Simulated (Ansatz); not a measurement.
Relaxation of ClH$_{7}$O$_{3}$Si$_{2}$ (13 atoms, charge 0, multiplicity 1), to a largest force component of 0.03 eV/Å in at most 50 steps.

All numbers below come from RKS PBE/def2-SVP (Ansatz).

```xyz
13
Properties=species:S:1:pos:R:3
Si 0.652 -0.324 -0.451
O -0.841 -0.741 1.988
Si -1.814 -0.534 3.369
H -2.841 -1.631 3.462
H -0.961 -0.549 4.607
H -2.503 0.788 3.216
Cl 1.541 -0.358 -2.327
H 0.801 1.033 0.138
O -0.905 -0.836 -0.713
H -1.334 -0.890 0.173
O 1.519 -1.374 0.541
H 1.798 -2.191 0.089
H -0.072 -1.362 2.066
```

Question: Where does it end, and by what steps?

Answer: It converged. After 32 steps the energy has fallen by 0.189 eV; O9 moved furthest, 1.58 Å.

```
step  energy less start (eV)  largest force component (eV/Å)  accepted
   0                  0.0000                           0.350       yes
   2                 -0.0552                           0.243       yes
   4                 -0.0972                           0.172       yes
   6                 -0.1125                           0.097       yes
   8                 -0.1190                           0.093       yes
  10                 -0.1240                           0.114       yes
  12                 -0.1295                           0.193       yes
  14                 -0.1357                           0.171       yes
  16                 -0.1406                           0.162       yes
  18                 -0.1475                           0.271       yes
  20                 -0.1546                           0.305       yes
  22                 -0.1776                           0.192       yes
  24                 -0.1826                           0.089       yes
  26                 -0.1854                           0.075       yes
  28                 -0.1871                           0.094       yes
  30                 -0.1883                           0.037       yes
  32                 -0.1887                           0.026       yes
```

```xyz
13
Properties=species:S:1:pos:R:3
Si 0.935 -0.189 -0.505
O -1.360 -1.072 1.727
Si -1.952 -0.842 3.295
H -1.859 -2.116 4.094
H -1.205 0.238 4.035
H -3.389 -0.444 3.138
Cl 0.905 -1.424 -2.187
H 2.033 0.795 -0.693
O -0.476 0.597 -0.210
H -1.075 0.093 0.407
O 1.206 -1.224 0.820
H 1.683 -2.045 0.595
H -0.406 -1.336 1.643
```

Whether the end is a true minimum wasn't checked by a vibrational analysis.

Time of the run: 59 s on 4 threads of Arm Neoverse V1, with other jobs on the host, peak memory 0.19 GiB.
